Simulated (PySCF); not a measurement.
Computed Raman spectrum (relative Raman activity) of a molecule C₄H₄ClF. Geometry: B3LYP-D3(BJ)/def2-SVP. One conformer was computed; it need not be the lowest. All values below come from B3LYP-D3(BJ)/def2-SVP (PySCF 2.14.0). Frequencies are harmonic and unscaled.

Lines under 2 % of the strongest are left out, and lines within 2 cm⁻¹ are merged.

ν (cm⁻¹): 286 (vw), 309 (vw), 431 (vw), 497 (vw), 576 (vw), 673 (vw), 849 (vw), 925 (vw), 1116 (vw), 1270 (w), 1388 (w), 1435 (w), 1443 (w), 1482 (w), 3036 (vs), 3113 (s), 3148 (m), 3172 (vs) (against the strongest line: vs over 80 %, s over 45 %, m over 15 %, w over 4 %, vw less)

Problem. Which molecule gave these data?
A) C=C(Cl)/C=C\F
B) C=C/C=C(\F)Cl
C) CC(Cl)=C=CF
D) C#C[C@@H](F)CCl

Solution. C, CC(Cl)=C=CF
